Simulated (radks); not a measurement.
As3+, 30 electrons, occupied as [Ar] 3d10 4s2. Method: scalar-relativistic Kohn-Sham, exchange-only LDA, spin-polarised, spherical densities, point nucleus; computed with a radial shooting solver on a logarithmic mesh with Libxc functionals. Some entries of the table are withheld. Estimate them.

orbital,occ.,eigenvalue (hartree),<r> (bohr)
1s,2,-431.1127,0.04556
2s,2,-55.74214,0.2031
2p,6,-49.07803,(1)
3s,2,-8.15915,(2)
3p,6,-6.09794,0.6177
3d,10,-2.69445,0.6739
4s,2,-1.59638,1.747

Answer. 
(1) 2p <r> (bohr): 0.1774
(2) 3s <r> (bohr): 0.5994
